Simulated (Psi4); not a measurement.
Cl₆Si₂, charge -1, doublet, at a GFN2-xTB geometry (a state made from the parent by changing its charge; the spin is typed, not shown lowest) (a gas-phase anion, which may not be bound at this level).

The Psi4 input:
```
memory 2 GB

molecule mol {
-1 2
  Cl    2.098559   -0.244712   -1.479515
  Si    1.101280    0.216462    0.300908
  Cl    2.631995    1.524427    1.120742
  Cl    1.515493   -1.437916    1.512771
  Si   -1.101280   -0.216462   -0.300908
  Cl   -1.515493    1.437916   -1.512771
  Cl   -2.631995   -1.524427   -1.120742
  Cl   -2.098559    0.244712    1.479515
}

set basis 6-31g*
set reference uhf
set freeze_core true

energy('mp2')
print_variables()
```

Question: What does this run give for the SCF-reference <S^2>, MP2 correlation energy, total energy, number of basis functions, nuclear repulsion energy?

Answer: 
```json
{
  "SCF-reference <S^2>": "0.787",
  "MP2 correlation energy": "-0.9305 Eh",
  "total_energy": "-3335.9840 Eh",
  "number_of_basis_functions": "152",
  "nuclear_repulsion_energy": "1176.1179 Eh"
}
```

A gas-phase anion may not be bound at this level; its values then depend on the basis.

These values belong to the state on which the SCF converged, which isn't shown to be the lowest.

Question: Roughly what does it cost on one core?

Answer: very roughly 18 core-seconds.
